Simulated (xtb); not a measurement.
CH$_{4}$Si, charge -1, doublet, from a rough starting geometry (a state made from the parent by changing its charge; the spin is typed, not shown lowest); GFN2-xTB (xtb 6.7.1).

Input for xtb:
```
$ xtb mol.xyz --gfn 2 --chrg -1 --uhf 1 --opt vtight --json

# file mol.xyz
6

C     -0.90890119    -0.08892568    -0.03071236
Si     0.81043085     0.02248927    -0.00084765
H     -1.56859760     0.83715876    -0.03394538
H     -1.52278612    -0.97390561     0.00071045
H      1.63421331    -1.11121076     0.13388329
H      1.53469117     1.32974181     0.00066252
```

What the program printed (banner, timings and long lists left out):

```
   ID    Z sym.   atoms
    1    6 C      1
    2   14 Si     2
    3    1 H      3-6

           -------------------------------------------------
          |                Calculation Setup                |
           -------------------------------------------------

           -------------------------------------------------
          |                 G F N 2 - x T B                 |
           -------------------------------------------------

          ...................................................
          :                      SETUP                      :
          :.................................................:
          :  # basis functions                  18          :
          :  # atomic orbitals                  17          :
          :  # shells                            9          :
          :  # electrons                        13          :
          :  max. iterations                   250          :
          :  Hamiltonian                  GFN2-xTB          :
          :  restarted?                      false          :
          :  GBSA solvation                  false          :
          :  PC potential                    false          :
          :  electronic temp.          300.0000000     K    :
          :  accuracy                    1.0000000          :
          :  -> integral cutoff          0.2500000E+02      :
          :  -> integral neglect         0.1000000E-07      :
          :  -> SCF convergence          0.1000000E-05 Eh   :
          :  -> wf. convergence          0.1000000E-03 e    :
          :  Broyden damping             0.4000000          :
          :  net charge                         -1          :
          :  unpaired electrons                  1          :
          ...................................................

 iter      E             dE          RMSdq      gap      omega  full diag
   1     -5.9900645 -0.599006E+01  0.692E+00    2.45       0.0  T
   2     -6.0156089 -0.255444E-01  0.217E+00    2.74       1.0  T
   3     -6.0145523  0.105663E-02  0.217E+00    2.42       1.0  T
   4     -6.0190091 -0.445682E-02  0.812E-01    2.59       1.0  T
   5     -6.0190927 -0.836181E-04  0.104E-01    2.60       1.0  T
   6     -6.0190955 -0.281176E-05  0.495E-02    2.60       1.0  T
   7     -6.0190988 -0.329186E-05  0.142E-02    2.60       2.9  T
   8     -6.0190989 -0.582675E-07  0.768E-03    2.59       5.3  T
   9     -6.0190989  0.661772E-09  0.260E-03    2.59      15.7  T
[...]
 * total energy  :    -5.9415497 Eh     change       -0.5656749E-02 Eh
 * total energy  :    -5.9445616 Eh     change       -0.3011834E-02 Eh
 * total energy  :    -5.9465164 Eh     change       -0.1954806E-02 Eh
 * total energy  :    -5.9481443 Eh     change       -0.1627957E-02 Eh
 * total energy  :    -5.9486296 Eh     change       -0.4852608E-03 Eh
 * total energy  :    -5.9488050 Eh     change       -0.1753916E-03 Eh
 * total energy  :    -5.9488549 Eh     change       -0.4991039E-04 Eh
 * total energy  :    -5.9488627 Eh     change       -0.7795836E-05 Eh
 * total energy  :    -5.9488667 Eh     change       -0.4015911E-05 Eh
 * total energy  :    -5.9488676 Eh     change       -0.9000617E-06 Eh
 * total energy  :    -5.9488677 Eh     change       -0.1175825E-06 Eh
 * total energy  :    -5.9488678 Eh     change       -0.8997111E-07 Eh
   *** GEOMETRY OPTIMIZATION CONVERGED AFTER 15 ITERATIONS ***
         :: total energy              -5.948867809653 Eh    ::
[...]
      -------------------------------------------------------------
                  HL-Gap            0.1132299 Eh            3.0811 eV
             Fermi-level           -0.0073357 Eh           -0.1996 eV

     #   Z          covCN         q      C6AA      α(0)
     1   6 C        2.729    -0.276    35.559     9.763
     2  14 Si       2.692     0.110   193.304    30.535
     3   1 H        0.923    -0.134     6.904     4.109
     4   1 H        0.923    -0.134     6.908     4.110
     5   1 H        0.904    -0.283    19.889     6.977
     6   1 H        0.904    -0.283    19.869     6.973

 Mol. C6AA /au·bohr⁶  :       1135.203422
 Mol. C8AA /au·bohr⁸  :      38778.354422
 Mol. α(0) /au        :         62.467381

Wiberg/Mayer (AO) data.
largest (>0.10) Wiberg bond orders for each atom

 ---------------------------------------------------------------------------
     #   Z sym  total        # sym  WBO       # sym  WBO       # sym  WBO
 ---------------------------------------------------------------------------
     1   6 C    3.559 --     2 Si   1.512     3 H    0.981     4 H    0.981
     2  14 Si   3.191 --     1 C    1.512     6 H    0.840     5 H    0.840
     3   1 H    0.982 --     1 C    0.981
     4   1 H    0.982 --     1 C    0.981
     5   1 H    0.919 --     2 Si   0.840
     6   1 H    0.919 --     2 Si   0.840
 ---------------------------------------------------------------------------

Topologies differ in total number of bonds
Writing topology from bond orders to xtbtopo.mol

molecular dipole:
                 x           y           z       tot (Debye)
 q only:       -0.260      -0.032      -0.341
   full:       -0.405      -0.025       0.009       1.031
molecular quadrupole (traceless):
                xx          xy          yy          xz          yz          zz
 q only:       -5.836      -0.351       0.284      -0.865       0.196       5.552
  q+dip:       -4.149      -0.196       1.110       1.556       0.166       3.039
   full:       -4.143      -0.236       2.346       2.031       0.074       1.797

optimized geometry written to: xtbopt.xyz

           -------------------------------------------------
          | TOTAL ENERGY               -5.948867809653 Eh   |
          | GRADIENT NORM               0.000128928630 Eh/α |
          | HOMO-LUMO GAP               3.081142734468 eV   |
           -------------------------------------------------

normal termination of xtb
```
